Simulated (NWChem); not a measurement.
[Cl][Al]([SH])[Cl] (AlHSCl2), optimised at PBE0/def2-SVP with NWChem:

* **highest occupied level (eV)**: -8.16
* **orbital gap (eV)**: 7.27
* **dipole (D)**: 1.21
* **highest harmonic frequency (cm⁻¹)**: 2711
* **zero-point energy (kcal/mol)**: 8.1

All stand in one matching conformer (torsions within 35°), which need not be the lowest.

Task: One Cl atom is replaced by F, giving [F][Al]([SH])[Cl] (AlHSClF), optimised at the same level. How do these values move?

Result: 
```tsv
quantity	new value	change
highest occupied level (eV)	-8.19	-0.03
orbital gap (eV)	7.29	+0.02
dipole (D)	1.11	-0.10
highest harmonic frequency (cm⁻¹)	2707	-4
zero-point energy (kcal/mol)	8.7	+0.6
```
